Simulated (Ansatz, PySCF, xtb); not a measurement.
Donor–acceptor adduct: BH3 (SMILES B) (first 4 atoms) with C3H9N (SMILES CN(C)C); geometry from B3LYP-D3(BJ)/def2-TZVP, rigid monomers moved along the line of their centres of mass till B1···N6 is 2.31 Å.
(charge 0, multiplicity 1):
```xyz
17

B     -0.387     0.027     1.271
H      0.488     0.646     0.709
H     -0.415    -1.143     0.962
H     -1.469     0.563     1.201
C      1.498    -0.579     3.698
N      0.175     0.061     3.509
C      0.233     1.462     3.985
C     -0.845    -0.680     4.288
H      1.778    -0.571     4.754
H      2.234    -0.034     3.114
H      1.445    -1.601     3.334
H      0.499     1.495     5.044
H     -0.739     1.924     3.830
H      0.974     1.998     3.398
H     -0.594    -0.673     5.351
H     -1.812    -0.210     4.130
H     -0.887    -1.703     3.922
```

Counterpoise-corrected where a basis set is named; no monomer relaxation.

Codes used: Ansatz (Gaussian basis) for Hartree–Fock, density functionals and correlated methods; PySCF for the dispersion terms; xtb for the GFN methods. 

**Question.** What interaction energy does PBE-D3(BJ)/def2-TZVPPD give?

**Answer.** -31.7 kcal/mol

**Question.** What interaction energy does B3LYP-D4/def2-TZVPPD give?

**Answer.** -29.3 kcal/mol

**Question.** What interaction energy does GFN2-xTB give?

**Answer.** -15.4 kcal/mol

Ansatz is a quantum-chemistry and plane-wave program.
